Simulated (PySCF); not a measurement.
NMR data simulated for an unnamed compound:

$^{1}$H NMR (400 MHz, computed): δ 3.62 (m, 3H), 3.03 (m, 4H), 2.56 (m, 6H).

$^{13}$C{$^{1}$H} NMR (computed): δ 60.6 (CH2), 39.5 (CH3).

All values are calculated (PySCF 2.14): geometry: GFN2-xTB, PBE0/pcSseg-1 with gauge-including orbitals. In vacuum, relativity neglected, one conformer, one averaged value for each set of equivalent atoms.

Referencing at the same level of theory: $^{1}$H (σ = 31.72 ppm) and $^{13}$C (σ = 186.93 ppm) vs TMS.

Question: Which of these does the molecule contain: an S-methyl group, a Si–H bond, a CH3CH2 unit, an N-methyl group, an ester?

Answer: 
- An S-methyl group: no.
- A Si–H bond: yes (δH 3.62 (m)).
- A CH3CH2 unit: no.
- An N-methyl group: yes (δC 39.5; δH 2.56 (m)).
- An ester: no.

The data belong to `InChI=1S/C4H13N2PSi/c1-5-3-4-6(2)7(5)8/h3-4H2,1-2,8H3`; they needn't prove each group on their own.

Carbon signals by region: 1 at 50–100 ppm, 1 below 50 ppm.

Splittings by $^{31}$P in the carbon and heteronuclear signals aren't shown, as no couplings were computed. Shifts are as computed. Against solution values, carbons near 30 ppm lie about +3 ppm off and those near 130 ppm about +5 ppm. Of 1211 compounds with measured shifts, 218 miss one by over three times the rms of a fit or turn the order of signals round; such compounds aren't used in these exercises. No couplings were computed; multiplicities are counted from neighbouring protons, with m where these are inequivalent, close in shift, in a saturated or five-membered ring or joined by F or P, and br s for small geminal =CH2 splittings.
